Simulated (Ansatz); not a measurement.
CH₃N₂S, doublet (typed; the unrestricted solution is spin-contaminated), at a GFN2-xTB geometry; Ansatz (a first-principles code) with HF/def2-SV(P).

Input for Ansatz:
Ansatz 0.2 input:
```yaml
crystal:
  periodic: [false, false, false]
  atoms:
    - {symbol: N, position_ang: [0.91406629, -0.95725259, 0.86191633]}
    - {symbol: C, position_ang: [-0.03450728, -0.35682102, 0.26787259]}
    - {symbol: N, position_ang: [-1.31290476, -0.74035543, 0.39672808]}
    - {symbol: S, position_ang: [0.29385271, 1.03075722, -0.74617794]}
    - {symbol: H, position_ang: [1.84978886, -0.59957326, 0.73958914]}
    - {symbol: H, position_ang: [-1.52032107, -1.56769339, 0.92868803]}
    - {symbol: H, position_ang: [-2.03219825, -0.30066655, -0.14717652]}
basis:
  gaussian:
    orbitals: def2-SV_P_.json
hamiltonian:
  xc: hf
magnetization: {spin_polarized: true, initial_magnetization: 1}
```
The basis file holds def2-SV(P) in the JSON format of the Basis Set Exchange.

The log (banner, timings and long lists left out):

```
Functional definition: HF
684 factors; integrals over basis functions are off by at most 9.1e-4 eV
mean field evaluation 1: about -14847.2491 eV, gradient 2.5e1 eV
mean field evaluation 2: about -14847.2527 eV, gradient 2.5e1 eV
mean field evaluation 4: about -14850.3614 eV, gradient 3.7e0 eV
mean field evaluation 8: about -14850.5637 eV, gradient 2.3e-1 eV
mean field evaluation 16: about -14850.5663 eV, gradient 3.2e-2 eV
mean field evaluation 32: about -14850.5768 eV, gradient 1.5e0 eV
mean field evaluation 64: about -14850.1937 eV, gradient 4.2e0 eV
mean field evaluation 96: about -14850.2035 eV, gradient 3.8e0 eV
mean field evaluation 128: about -14850.6380 eV, gradient 5.5e-1 eV
mean field -14850.68007892 eV, -545.7524267479 hartree, gradient 7.4e-6 eV, S^2 0.914717; 2 other end points of the search recorded, 0 dependent functions left out
reference -14850.68007892 eV, -545.7524267479 hartree; 20, 19 occupied and 46, 47 virtual orbitals, 684 factors
Total energy: -14850.68007892 eV, -545.7524267479 hartree
```
